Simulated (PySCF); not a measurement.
From one molecule to another.

First species: C₄H₁₄SSi₂.
InChI=1S/C4H14SSi2/c1-2-5-7-4-3-6/h2-4,7H2,1,6H3

Second species: C₂H₁₃NOSi₄.
Z-matrix (Å and degrees, GFN2-xTB geometry), rows numbered from 1:
```
C 
Si  1  1.9002
Si  2  2.3288  1  110.06
N   3  1.7512  2  107.69  1    87.84
Si  4  1.7291  3  130.40  2  -176.98
Si  3  2.3174  2  115.55  1   -32.21
C   6  1.9187  3   99.67  2   -45.30
O   7  1.2101  6  121.16  3    16.13
H   1  1.0857  2  110.34  3    65.80
H   1  1.0858  2  111.43  3  -174.88
H   1  1.0870  2  111.87  3   -54.37
H   2  1.4641  1  109.21  3  -124.28
H   2  1.4810  1  106.69  3   122.15
H   3  1.4889  2  111.90  1  -155.10
H   4  1.0073  3  113.81  2    22.79
H   5  1.4672  4  112.37  3   -75.48
H   5  1.4626  4  105.93  3   164.35
H   5  1.4633  4  105.99  3    44.66
H   6  1.4728  3  118.91  2    64.88
H   6  1.4727  3  125.08  2  -160.05
H   7  1.1098  6  120.39  3  -163.75
```

Levels: PBE0/pcSseg-1 for dipole moment, HOMO energy, LUMO energy and HOMO–LUMO gap; GFN2-xTB for rotational constant A and rotational constant C. Geometries: GFN2-xTB. Each species is one conformer at its optimised geometry, gas phase, non-relativistic unless stated; the electronic structure was computed with PySCF and density fitting.

The conformers computed, where there is a choice (atom-mapped SMILES and torsion angles):
- `[CH3:1][CH2:2][S:3][SiH2:4][CH2:5][CH2:6][SiH3:7]`: C1–C2–S3–Si4 70°, C2–S3–Si4–C5 -100°, S3–Si4–C5–C6 -56°, Si4–C5–C6–Si7 178°
- `[CH3:1][SiH2:2][Si@H:3]([NH:4][SiH3:5])[SiH2:6][CH:7]=[O:8]`: C1–Si2–Si3–N4 88°, Si2–Si3–N4–Si5 -177°, Si2–Si3–Si6–C7 -45°, Si3–Si6–C7–O8 16°

Values for the first species:

| Item | Value |
| --- | --- |
| Dipole moment | 1.72 D |
| HOMO energy | -6.73 eV |
| LUMO energy | 0.49 eV |
| HOMO–LUMO gap | 7.22 eV |
| Rotational constant A | 2.329 GHz |
| Rotational constant C | 0.554 GHz |

Question: Estimate the same properties for the second species, and the change in each.

Answer: 
| property | first | second | second less first |
| --- | --- | --- | --- |
| dipole moment | 1.72 D | 1.63 D | -0.09 D |
| HOMO energy | -6.73 eV | -6.98 eV | -0.25 eV |
| LUMO energy | 0.49 eV | -1.53 eV | -2.02 eV |
| HOMO–LUMO gap | 7.22 eV | 5.45 eV | -1.77 eV |
| rotational constant A | 2.329 GHz | 1.197 GHz | -1.132 GHz |
| rotational constant C | 0.554 GHz | 0.479 GHz | -0.075 GHz |

On the first: In atomic units the dipole is 0.68 e·bohr (1 au = 2.5417 D).

On the second: The dipole matches unit charges of opposite sign 0.34 Å apart (1 e·Å = 4.8032 D). A dipole of 1.63 D is allowed in C1, and pure rotational transitions are dipole-allowed.
